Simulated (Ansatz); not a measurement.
Total energies of BH12NSi4, SMILES `BN([SiH2][SiH3])[SiH2][SiH3]`.

```xyz
18

B    -0.3663    1.2515    1.0774
N    -0.5365    0.0960    0.2956
Si   -1.5592    0.1932   -1.1387
Si   -0.4193    1.2646   -2.8797
Si    0.2645   -1.4243    0.6716
Si    1.7967   -1.1946    2.4236
H    -0.9282    2.2669    0.7665
H     0.3370    1.2298    2.0502
H    -1.8909   -1.2042   -1.5355
H    -2.8214    0.9016   -0.8029
H     0.8338    0.5230   -3.1867
H    -0.0658    2.6525   -2.4775
H    -1.2629    1.3146   -4.1047
H     0.9615   -1.8987   -0.5581
H    -0.7624   -2.4514    1.0034
H     2.8170   -0.1606    2.1090
H     1.1212   -0.8522    3.7019
H     2.4813   -2.5078    2.5849
```

Total charge 0; spin multiplicity 1. Geometry: relaxed with PBE0-D4/def2-TZVP. It is one conformer, not always the lowest. Basis def2-TZVPP, Ansatz 0.2.0.

RPA on PBE orbitals: Hartree–Fock energy of these orbitals -1241.89641 Eh, correlation -1.55123 Eh (frozen core).

```
functional  energy without D4 (Eh)  D4 term (kJ/mol)
       PBE             -1244.16669             -51.4
    B97M-V             -1244.61762                 –
```

(1) Give the same for LDA (SPW92), revPBE, BLYP, r2SCAN, PBE0, B3LYP, r2SCANh, r2SCAN0, HSE06 (plane-wave form), BHLYP, CAM-B3LYP, LC-ωPBE, ωB97X-V, ωB97M-V, B2PLYP, PBE-QIDH. (Best estimate.)

B3LYP takes the VWN-RPA correlation (the form of Gaussian; ORCA's B3LYP/G). HSE06 is the plane-wave form, built on full-range PBE exchange. The double hybrids freeze the cores in their second-order part.

Answers

(1) The calculation gave: 
```
             functional  energy without D4 (Eh)  D4 term (kJ/mol)
            LDA (SPW92)             -1239.42991                 –
                 revPBE             -1244.62750            -134.4
                   BLYP             -1244.83397            -108.5
                 r2SCAN             -1244.74661             -13.4
                   PBE0             -1244.30661             -44.6
                  B3LYP             -1245.00890             -82.8
                r2SCANh             -1244.73840             -14.5
                r2SCAN0             -1244.72765             -16.1
HSE06 (plane-wave form)             -1244.27402             -42.1
                  BHLYP             -1244.86575             -68.7
              CAM-B3LYP             -1244.88430             -46.3
                LC-ωPBE             -1244.49040                 –
                ωB97X-V             -1244.70910                 –
                ωB97M-V             -1244.75790                 –
                 B2PLYP             -1244.34280                 –
               PBE-QIDH             -1243.95882                 –
```

LC-ωPBE has ω = 0.4 bohr⁻¹.
